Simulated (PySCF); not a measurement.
## Removing an electron from `C=CB1CCCC1`

Species: C6H11B.
Numbering: `[CH2:1]=[CH:2][B:3]1[CH2:4][CH2:5][CH2:6][CH2:7]1` (hydrogens: H8, H9 on C1; H10 on C2; H11, H12 on C4; H13, H14 on C5; H15, H16 on C6; H17, H18 on C7)

Structure used (PBE0-D3(BJ)/def2-SVP), in Å, numbered top down from 1:
```
atom  x, y, z in Å
C1     2.422   -1.016    1.415
C2     1.872    0.122    0.961
B3     0.499    0.163    0.232
C4    -0.401   -1.070   -0.182
C5    -1.750   -0.442   -0.561
C6    -1.403    0.939   -1.128
C7    -0.266    1.459   -0.240
H8     3.389   -1.046    1.929
H9     1.915   -1.980    1.288
H10    2.433    1.052    1.124
H11   -0.465   -1.918    0.517
H12    0.090   -1.470   -1.095
H13   -2.364   -0.318    0.349
H14   -2.345   -1.052   -1.260
H15   -1.035    0.825   -2.164
H16   -2.276    1.609   -1.180
H17    0.344    2.266   -0.677
H18   -0.683    1.883    0.700
```

Level: wB97X-D/def2-SVPD (PySCF). Frontier orbitals with their largest atomic shares (Löwdin; up to four atoms above 4 %):

```
orbital  ε (eV)                            main atoms
 HOMO−3  -10.74  C6 19 %, C5 19 %, H15 12 %, H13 12 %
 HOMO−2  -10.44     B3 21 %, C2 18 %, C7 11 %, C6 9 %
 HOMO−1   -9.97    C2 20 %, C1 18 %, B3 17 %, C4 14 %
   HOMO   -9.89                                     ?
   LUMO    0.41     C1 28 %, B3 24 %, C2 21 %, C7 6 %
 LUMO+1    1.97     B3 49 %, C1 8 %, H12 5 %, H18 4 %
 LUMO+2    2.84     C1 24 %, H8 12 %, C6 10 %, C5 8 %
```

Question: What vertical ionisation energy does ΔSCF give, and how far is −ε(HOMO) from it?

Answer: ΔSCF: 10.02 eV (966 kJ/mol; threshold wavelength 124 nm); ⟨S²⟩ of the doublet left behind is 0.760, against 0.75 for a pure doublet. −ε(HOMO) is 9.89 eV, 0.13 eV below it. For the exact functional −ε(HOMO) would equal the first vertical ionisation energy; wB97X-D (range-separated hybrid) comes within 0.13 eV of that here.

Question: On which atoms does the HOMO lie?

Answer: C2 (alkene CH carbon) 24 %, C1 (terminal =CH2 carbon) 21 %, B3 (three-coordinate boron) 14 %, C4 (sp3 carbon bound to boron) 12 %, so no atom holds as much as 40 %. The HOMO−1 lies 0.08 eV lower.

Question: With α = 83.9 au, estimate the like-pair dispersion coefficient by London's formula C6 = (3/4)α²I.

Answer: I = 0.3681 Eh, so C6 ≈ 1940 au, a rough estimate.

Question: Shift the occupied levels rigidly so that −ε(HOMO) equals the ΔSCF value. What binding energies result?

Answer: The shift is +0.13 eV: HOMO 10.02, HOMO−1 10.10, HOMO−2 10.57, HOMO−3 10.87 eV. A rigid shift is only a rough guide to the deeper ionisations.

Question: What total energies stand behind the ΔSCF value?

Answer: E(N) = -259.83800 Eh and E(N − 1) = -259.46989 Eh at the same geometry, 0.36811 Eh apart.

Question: What kinetic energy would electrons from this vertical process carry with He II light (40.814 eV)?

Answer: 40.81 − 10.02 = 30.79 eV.

Isolated species at its PBE0-D3(BJ)/def2-SVP geometry (one conformer only).

Note: wB97X-D ran without an empirical dispersion term, which enters the total energy and its gradient alone.
